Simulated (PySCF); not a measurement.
Compound: C₇H₅F₃.
SMILES: `C=C1C=C(C(F)(F)F)C1=C`

The calculation used PBE0/def2-SVPD in PySCF (dipole) on a GFN2-xTB geometry, gas phase.

Masses are those of the commonest isotopes; rigid-rotor values at the optimised geometry. 

(1) What are A, B and C (MHz)?

(2) Classify the top.

(3) Is it planar, by Δ = Ic − Ia − Ib?

(4) Give the coordinates in the principal-axis frame, origin at the centre of mass.

(5) Which types of transition are allowed, and where do some lines up to J = 2 fall?

(6) Estimate the classical rotational partition function at 100 K, 200 K and 298.15 K.

Results:

(1) Ia = 195.10, Ib = 553.76, Ic = 660.98 u·Å²; 505379 MHz·u·Å²/I gives A = 2590, B = 912.6, C = 764.6 MHz.

(2) An asymmetric top: κ = (2 × 912.6 − 2590 − 764.6)/(2590 − 764.6) = -0.84.

(3) Not planar: Δ = Ic − Ia − Ib = -87.87 u·Å². For a rigid frame Δ = −2 Σ m c², so Σ m c² = 43.94 u·Å² lies off the ab plane: 0.00 from hydrogen and 43.94 from heavier atoms. The atom farthest from that plane is 1.08 Å away.

(4) The sense of each axis is arbitrary; atoms in the order of the calculation.
```json
{"atom": "C1", "mass (u)": "12.000", "a (Å)": "-3.460", "b (Å)": "-0.630", "c (Å)": "0.000"}
{"atom": "C2", "mass (u)": "12.000", "a (Å)": "-2.152", "b (Å)": "-0.446", "c (Å)": "0.000"}
{"atom": "C3", "mass (u)": "12.000", "a (Å)": "-0.958", "b (Å)": "-1.310", "c (Å)": "0.000"}
{"atom": "C4", "mass (u)": "12.000", "a (Å)": "-0.119", "b (Å)": "-0.247", "c (Å)": "0.001"}
{"atom": "C5", "mass (u)": "12.000", "a (Å)": "1.357", "b (Å)": "-0.094", "c (Å)": "0.000"}
{"atom": "F6", "mass (u)": "18.998", "a (Å)": "1.804", "b (Å)": "0.579", "c (Å)": "1.078"}
{"atom": "F7", "mass (u)": "18.998", "a (Å)": "1.995", "b (Å)": "-1.275", "c (Å)": "-0.005"}
{"atom": "F8", "mass (u)": "18.998", "a (Å)": "1.802", "b (Å)": "0.588", "c (Å)": "-1.073"}
{"atom": "C9", "mass (u)": "12.000", "a (Å)": "-1.227", "b (Å)": "0.732", "c (Å)": "0.001"}
{"atom": "C10", "mass (u)": "12.000", "a (Å)": "-1.334", "b (Å)": "2.047", "c (Å)": "0.000"}
{"atom": "H11", "mass (u)": "1.008", "a (Å)": "-4.142", "b (Å)": "0.203", "c (Å)": "0.000"}
{"atom": "H12", "mass (u)": "1.008", "a (Å)": "-3.891", "b (Å)": "-1.617", "c (Å)": "0.000"}
{"atom": "H13", "mass (u)": "1.008", "a (Å)": "-0.814", "b (Å)": "-2.373", "c (Å)": "0.001"}
{"atom": "H14", "mass (u)": "1.008", "a (Å)": "-0.466", "b (Å)": "2.683", "c (Å)": "-0.001"}
{"atom": "H15", "mass (u)": "1.008", "a (Å)": "-2.297", "b (Å)": "2.528", "c (Å)": "-0.001"}
```

(5) The dipole components are |μa| = 2.60 D, |μb| = 0.56 D, |μc| = 0.00 D; the mirror of this Cs structure is the ab plane, so μc vanishes by symmetry and there are no c-type lines. The squared components, which scale the intensities, stand as 1.00 : 0.05 (a : b). Some lines, for components of 0.1 D or more:

| type | branch | J(Ka,Kc) | MHz | lower level (cm⁻¹) |
| --- | --- | --- | --- | --- |
| a | Q | 2(1,1) ← 2(1,2) | 444 | 0.219 |
| b | R | 2(0,2) ← 1(1,1) | 1667 | 0.112 |
| a | R | 1(0,1) ← 0(0,0) | 1677 | 0.000 |
| b | Q | 1(1,0) ← 1(0,1) | 1826 | 0.056 |
| b | Q | 2(1,1) ← 2(0,2) | 1983 | 0.168 |
| a | R | 2(1,2) ← 1(1,1) | 3206 | 0.112 |
| a | R | 2(0,2) ← 1(0,1) | 3345 | 0.056 |
| b | R | 1(1,1) ← 0(0,0) | 3355 | 0.000 |
| a | R | 2(1,1) ← 1(1,0) | 3502 | 0.117 |
| b | R | 2(1,2) ← 1(0,1) | 4884 | 0.056 |
| b | Q | 2(2,0) ← 2(1,1) | 5043 | 0.234 |
| b | Q | 2(2,1) ← 2(1,2) | 5478 | 0.219 |
| b | R | 2(2,1) ← 1(1,0) | 8536 | 0.117 |
| b | R | 2(2,0) ← 1(1,1) | 8693 | 0.112 |

(6) Point group Cs, symmetry number σ = 1; q = (√π/σ)·√((kT/h)³/(ABC)), k/h = 20836.6 MHz/K: 125000 at 100 K, 355000 at 200 K, 646000 at 298.15 K.

GFN2-xTB frequencies: not computed here. These are rigid-rotor constants of the computed structure; measured ground-state constants (B0) also hold zero-point vibration.

Shape of the structure used: `[CH2:1]=[C:2]1[CH:3]=[C:4]([C:5]([F:6])([F:7])[F:8])[C:9]1=[CH2:10]`: C3–C4–C5–F6 -120°.
